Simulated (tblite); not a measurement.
C2H12N2Si3.
Numbering: `[CH2:1]=[N:2][SiH2:3][N:4]([SiH3:5])[SiH2:6][CH3:7]` (hydrogens: H8, H9 on C1; H10, H11 on Si3; H12, H13, H14 on Si5; H15, H16 on Si6; H17, H18, H19 on C7)

A start from a force field or distance geometry was refined with GFN2-xTB geometry optimisation, gas phase in tblite. Values at the start:

```json
{"coordinate": "C1=N2", "start": "1.305 Å"}
{"coordinate": "C1–H8", "start": "1.109 Å"}
{"coordinate": "C1–H9", "start": "1.106 Å"}
{"coordinate": "N2–Si3", "start": "1.722 Å"}
{"coordinate": "Si3–N4", "start": "1.678 Å"}
{"coordinate": "Si3–H10", "start": "1.469 Å"}
{"coordinate": "Si3–H11", "start": "1.489 Å"}
{"coordinate": "N4–Si5", "start": "1.691 Å"}
{"coordinate": "N4–Si6", "start": "1.697 Å"}
{"coordinate": "Si5–H12", "start": "1.482 Å"}
{"coordinate": "Si5–H13", "start": "1.483 Å"}
{"coordinate": "Si6–C7", "start": "1.850 Å"}
{"coordinate": "Si6–H15", "start": "1.478 Å"}
{"coordinate": "C7–H17", "start": "1.096 Å"}
{"coordinate": "C1–N2–Si3", "start": "115.6°"}
{"coordinate": "N2–Si3–N4", "start": "105.9°"}
{"coordinate": "Si3–N4–Si5", "start": "108.2°"}
{"coordinate": "Si3–N4–Si6", "start": "112.2°"}
{"coordinate": "N4–Si6–C7", "start": "114.4°"}
{"coordinate": "Si5–N4–Si6", "start": "109.0°"}
```

Q: How do these coordinates change at the GFN2-xTB level?

A: 
```csv
coordinate,GFN2-xTB (Å or °),change
Si3–N4,1.743,+0.065
C1=N2,1.247,-0.058
N4–Si6,1.749,+0.052
N4–Si5,1.738,+0.047
Si6–C7,1.895,+0.045
Si3–H11,1.457,-0.032
Si5–H13,1.460,-0.023
C1–H8,1.089,-0.020
C1–H9,1.095,-0.011
Si5–H12,1.471,-0.011
Si6–H15,1.467,-0.011
C7–H17,1.086,-0.010
N2–Si3,1.727,+0.005
Si3–H10,1.466,-0.003
C1–N2–Si3,133.3,+17.7
Si5–N4–Si6,121.5,+12.5
Si3–N4–Si5,117.8,+9.6
Si3–N4–Si6,118.2,+6.0
N4–Si6–C7,111.1,-3.3
N2–Si3–N4,106.0,+0.1
```

The energy falls by 21.6 kcal/mol over 277 L-BFGS steps, the largest force on an atom goes from 3.73 to 0.008 eV/Å, and the atoms move by 0.994 Å rms after alignment. The bond that changes most is Si3–N4 (SiH2 silicon to nitrogen bridging silicon atoms), which lengthens by 0.065 Å. Bonds longer at the end by more than 0.005 Å: 5 of 18; shorter: 11. Among the dihedrals that turn most is H10–Si3–N4–Si5, from -48° to 48°. Rotational constants go from 1720, 1333, 865.8 to 1647, 1109, 879.3 MHz.

Its GFN2-xTB frequencies are all real (lowest 24 cm⁻¹). One conformer, not necessarily the lowest. 3 starts were optimised and ended at 0.00, 0.06 and 0.54 kcal/mol (GFN2-xTB); the lowest of these is shown.

These are computed values.
